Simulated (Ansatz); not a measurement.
Input (FCI/cc-pV(T+d)Z; Ansatz, a program for electronic structure): A basis named .json is the Basis Set Exchange file of that set.

Ansatz 0.2 input:
```yaml
crystal:
  periodic: [false, false, false]
  atoms:
    - {symbol: P, position_ang: [-0.00000000, -0.00000000, -0.08928302]}
    - {symbol: H, position_ang: [0.00000000, 0.00000000, 1.33924536]}
basis:
  gaussian:
    orbitals: cc-pV_T+d_Z.json
magnetization: {spin_polarized: true, initial_magnetization: 2}
correlation: {method: fci, electrons: outside_noble_gas}
```

Output:

```
Functional definition: HF
integrals: 0.04 GiB planned
579 factors; integrals over basis functions are off by at most 2.3e-7 eV
mean field: 0.10 GiB planned
mean field evaluation 1: about -9286.7905 eV, gradient 5.7e0 eV
mean field evaluation 2: about -9286.7917 eV, gradient 5.7e0 eV
mean field evaluation 4: about -9287.2008 eV, gradient 6.8e-1 eV
mean field evaluation 8: about -9287.2097 eV, gradient 2.8e-3 eV
mean field -9287.20966625 eV, -341.2986601380 hartree, gradient 8.0e-6 eV, S^2 2.028056; 0 other end points of the search recorded, 0 dependent functions left out
5 core orbitals not correlated
reference -9287.00628119 eV, -341.2911858747 hartree; 4, 2 occupied and 44, 46 virtual orbitals, 579 factors
configuration interaction: 23.83 GiB planned
state -9290.91162065 eV, -341.4347044530 hartree
Total energy: -9290.91162065 eV, -341.4347044530 hartree
```
